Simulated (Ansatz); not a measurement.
The cluster Cu₂F, relaxed as a doublet with UKS r2SCAN-D4/def2-TZVP in Ansatz, starting from the GFN2-xTB geometry. Force threshold 0.02 eV/Å.

The structure comes from a short search, and lower isomers may exist.

Start:

```xyz
3

Cu    1.330   -0.503   -1.047
Cu   -0.991    0.308    1.429
F    -0.340    0.195   -0.382
```

Task: Estimate the energy that the relaxation releases and the steps that it takes.

Result: 0.53 eV, in 9 steps; 26 s on 4 threads of Arm Neoverse V1 on a shared host. No frequencies were taken in this run, so the end may be a saddle point.

Task: Does the start keep its bonding and symmetry?

Result: By distances, no bond broke or formed, bridged metal pairs apart. The bond that changes most is Cu2–F3, from 1.93 to 1.93 Å (atoms count from 1). Metal–metal contacts that move far: Cu1–Cu2 3.49 to 2.33 Å. Point group C2v at the start, C2v at the end, both within 0.05 Å.

Task: Predict the relaxed structure.

Result: 
```xyz
3

Cu    1.0945   -0.4540   -0.4684
Cu   -0.4567    0.0876    1.1863
F    -0.6378    0.3664   -0.7179
```
Bond lengths (bridged metal pairs left out): 2 × Cu–F 1.93 Å.
